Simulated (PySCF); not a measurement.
Run record: geometry optimisation, `N#CC([SiH3])=C=C[SiH3]`.

Method: PBE0-D3(BJ)/def2-SVP geometry optimisation, gas phase (PySCF 2.14.0). Start geometry: GFN2-xTB. A driver script takes a list of jobs; this job's settings line and coordinates (Å) are shown.

Input:
```
{"job": {"xc": "PBE0", "basis": "def2-SVP", "d3": "d3bj", "grid": 2, "kind": "geom"}, "charge": 0, "multiplicity": 1}
N      1.312484     3.126588     0.869403
C      1.146717     2.052152     0.500076
C      0.992125     0.724901     0.076187
Si     2.423824    -0.456365     0.478983
C     -0.082898     0.350052    -0.570844
C     -1.166087    -0.085311    -1.118428
Si    -2.633589    -0.736108    -0.117425
H      2.552573    -0.535575     1.934689
H      3.643858     0.085932    -0.119181
H      2.069853    -1.753288    -0.096385
H     -1.277060    -0.072058    -2.193473
H     -2.861784    -2.124923    -0.526601
H     -2.319985    -0.661918     1.306786
H     -3.800708     0.085449    -0.445952
```

Output:
```
step   0  E = -789.45928145  max force = 0.030510
step   1  E = -789.46309552  max force = 0.001895
step   2  E = -789.46317385  max force = 0.000923
step   3  E = -789.46318864  max force = 0.000362
optimisation converged
```

Energies in Eh; «max force» is the largest Cartesian gradient component in Eh/bohr.

**Question.** How much energy does the optimisation release, in kcal/mol?

**Answer.** E(step 0) − E(last step) = 0.003907 Eh, which is 2.5 kcal/mol.

In short: final energy -789.46319 Eh after 3 steps; dipole 4.30 D.

**Question.** Where do the atoms end?

**Answer.** 0.058 Å rms from the input after alignment:
```
atom  x, y, z in Å
N1     1.1665    3.1608    1.1085
C2     0.9899    2.0757    0.7363
C3     0.8446    0.7216    0.3103
Si4    2.2386   -0.5099    0.6767
C5    -0.2407    0.3156   -0.3250
C6    -1.3132   -0.1332   -0.9120
Si7   -2.7636   -0.8180    0.0718
H8     2.4110   -0.6347    2.1526
H9     3.5071   -0.0177    0.0673
H10    1.8379   -1.8156    0.0824
H11   -1.3656   -0.0987   -2.0087
H12   -3.0045   -2.2360   -0.3294
H13   -2.4312   -0.7416    1.5216
H14   -3.9887   -0.0197   -0.2270
```

On Arm Neoverse V1, one thread, no GPU, shared host with 32 logical CPUs at a one-minute load of 23, this took 36 s wall and 0.71 GiB of memory at its peak.
Labels such as C1 count atoms from 1, the log's own numbers from 0.
